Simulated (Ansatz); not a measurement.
`O[SiH](O)C[SiH](F)F` + `[NH2][GeH2][OH]` → `[OH][GeH2][NH][SiH](O)O` + `C[SiH](F)F`  (ligand exchange at the Si–C bond)

Computed with Ansatz on PBE0-D4/def2-TZVP structures; ΔE is electronic, products minus reactants. CBS: MP2 limit from def2 TZ/QZ plus the TZ coupled-cluster correction, frozen cores. DFT in def2-TZVPP. B3LYP here is the variant with VWN-RPA as its local correlation; programs differ in this. For Ge outer-core shells are correlated without core-valence functions, which leaves a few kJ/mol of doubt a bond. Scalar relativity is left out up to krypton. One conformer a species, not always the lowest.

`O[SiH](O)C[SiH](F)F`:

```xyz
13

O     1.424    1.391    0.939
Si    1.197   -0.219    0.746
O     0.364   -0.944    1.954
C     0.297   -0.517   -0.880
Si   -1.379    0.220   -0.934
F    -1.257    1.789   -0.654
F    -2.235   -0.366    0.283
H     0.706    1.988    0.720
H     2.543   -0.819    0.770
H    -0.593   -0.873    1.962
H     0.214   -1.597   -1.046
H     0.894   -0.100   -1.698
H    -2.175    0.048   -2.163
```

`[NH2][GeH2][OH]`:

```xyz
8

N     0.962    0.874   -0.519
Ge   -0.459   -0.175   -0.086
O    -0.357   -0.370    1.680
H     1.867    0.431   -0.545
H     0.841    1.467   -1.325
H    -0.447   -1.602   -0.687
H    -1.726    0.601   -0.487
H    -0.682   -1.226    1.969
```

`[OH][GeH2][NH][SiH](O)O`:

```xyz
13

O    -0.004    0.823    2.057
Ge    1.203    1.087    0.750
N     0.481    0.475   -0.810
Si   -0.355   -1.018   -0.915
O    -1.815   -0.652   -1.577
O    -0.400   -1.665    0.584
H    -0.743    1.435    2.003
H     1.510    2.585    0.591
H     2.385    0.238    1.220
H     0.307    1.169   -1.521
H     0.294   -2.049   -1.756
H    -2.319   -1.382   -1.939
H    -0.544   -1.046    1.314
```

`C[SiH](F)F`:

```xyz
8

C     0.411   -0.437   -0.785
Si   -0.355    0.332    0.700
F    -1.742    1.003    0.306
F     0.580    1.497    1.248
H     0.571    0.309   -1.568
H    -0.233   -1.223   -1.186
H     1.377   -0.882   -0.533
H    -0.610   -0.599    1.818
```

| level | ΔE (kcal/mol) | difference from CCSD(T)/CBS |
| --- | --- | --- |
| PBE-D4 | -18.3 | 2.0 |
| r2SCAN-D4 | -19.8 | 0.5 |
| B3LYP-D4 | -20.2 | 0.1 |
| ωB97M-V | -19.9 | 0.4 |
| PBE | -18.4 | 1.9 |
| r2SCAN | -19.8 | 0.5 |
| SCS-MP2/def2-TZVPP | -21.2 | -0.9 |
| MP2/def2-QZVPP | -20.8 | -0.5 |
| HF/CBS(def2) | -21.7 | -1.4 |
| MP2/CBS(def2) | -20.6 | -0.3 |
| CCSD(T)/CBS | -20.3 | 0 |

Largest T1 diagnostic among the species: 0.012.
